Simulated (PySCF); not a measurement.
Input file for PySCF: R-B3LYP/LANL2DZ on NiS, 2S+1 = 1, a spin state set in the input, which need not be the lowest, a point of a bond scan (R = 1.815 Å).

```python
from pyscf import gto, scf, dft, mp
from pyscf.data.elements import chemcore

mol = gto.M(
    atom='''
    Ni    0.00000000    0.00000000    0.00000000
    S     0.00000000    0.00000000    1.81450300
    ''',
    basis='lanl2dz',
    ecp={'Ni': 'lanl2dz', 'S': 'lanl2dz'},
    charge=0, spin=0, verbose=3, max_memory=1800)
mf = dft.RKS(mol, xc='b3lyp')
mf.conv_tol = 1e-8
mf.max_cycle = 100
mf.kernel()
if not mf.converged:
    mf = mf.newton().run(mf.mo_coeff, mf.mo_occ)
```

Output:

```
converged SCF energy = -179.317164721697
```

Self-consistency was reached.

Cost: around 0.8 core-seconds (rough).
